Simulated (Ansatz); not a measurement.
Start from `CB[SiH2]SC` and change one atom or group to get `CS[SiH2]BCl`.

Ansatz, PBE0-D4/def2-TZVP geometries, multiplicity 1. Each molecule was computed in one conformer, which needn't be the lowest.

```json
{"property": "HOMO–LUMO gap (B3LYP/def2-TZVPP) / eV", "`CB[SiH2]SC`": "4.46"}
{"property": "HOMO–LUMO gap (ωB97M-V/def2-TZVPP) / eV", "`CB[SiH2]SC`": "9.03"}
{"property": "HOMO–LUMO gap (PBE0/def2-TZVPP) / eV", "`CB[SiH2]SC`": "4.88"}
{"property": "LUMO energy (ωB97M-V/def2-TZVPP) / eV", "`CB[SiH2]SC`": "0.10"}
{"property": "size of the dipole moment (ωB97M-V/def2-TZVPP) / D", "`CB[SiH2]SC`": "0.22"}
{"property": "size of the dipole moment (B3LYP/def2-TZVPP) / D", "`CB[SiH2]SC`": "0.23"}
```

**Question.** Give the same properties after the change, and the shifts. (Estimate.)

**Answer.** Computed: 
| property | `CS[SiH2]BCl` | shift |
| --- | --- | --- |
| HOMO–LUMO gap (B3LYP/def2-TZVPP) / eV | 4.11 | -0.35 |
| HOMO–LUMO gap (ωB97M-V/def2-TZVPP) / eV | 8.69 | -0.34 |
| HOMO–LUMO gap (PBE0/def2-TZVPP) / eV | 4.50 | -0.38 |
| LUMO energy (ωB97M-V/def2-TZVPP) / eV | -0.30 | -0.40 |
| size of the dipole moment (ωB97M-V/def2-TZVPP) / D | 1.34 | 1.12 |
| size of the dipole moment (B3LYP/def2-TZVPP) / D | 1.34 | 1.11 |

With PBE0 the HOMO falls by 0.08 eV and the LUMO falls by 0.46 eV, so the gap narrows by about 0.38 eV. PBE moves the HOMO by -0.09 eV and ωB97M-V by -0.06 eV. Dipoles are sizes alone; their direction can turn.

B3LYP here is the variant with VWN-RPA as its local correlation; programs differ in this.
